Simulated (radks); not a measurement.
Dipole-allowed excitations along the series with 12 electrons in [Ne] 3s2. Calculated with a radial shooting solver on a logarithmic mesh with Libxc functionals: scalar-relativistic Kohn-Sham, LDA (Slater exchange, VWN5 correlation), spin-polarised, spherical densities, finite nucleus; Fermi nuclear charge, rms radius of each element as measured or else 0.836 A^(1/3) + 0.57 fm. Time-dependent linear response with the Hartree and adiabatic LDA kernel, continuum included through the Sternheimer equations, no spin-orbit coupling, so fine structure and intercombination lines are absent. Lines are the poles of the dipole polarisability below minus the highest occupied eigenvalue, found on a grid refined at the orbital gaps; the lowest seven at most are given, and weak or close lines can be missed. The first line takes the name of the lowest orbital gap if no other gap lies below it; otherwise a line is named after a gap within 0.6 % of it, if that gap stands alone.

| species | -e(HOMO) (eV) | lowest orbital gap (eV) | first line (eV) | f | static alpha (bohr^3) |
|---|---|---|---|---|---|
| V11+ | 296.14 | 3s-3p 27.898 | 35.120 (3s-3p) | 0.865 | 0.5453 |
| Cr12+ | 341.48 | 3s-3p 30.239 | 37.964 (3s-3p) | 0.827 | 0.4457 |
| Mn13+ | 389.95 | 3s-3p 32.628 | 40.855 (3s-3p) | 0.792 | 0.3687 |
| Fe14+ | 441.55 | 3s-3p 35.071 | 43.801 (3s-3p) | 0.762 | 0.3082 |
| Co15+ | 496.29 | 3s-3p 37.572 | 46.805 (3s-3p) | 0.734 | 0.2600 |
| Ni16+ | 554.19 | 3s-3p 40.139 | 49.877 (3s-3p) | 0.710 | 0.2212 |
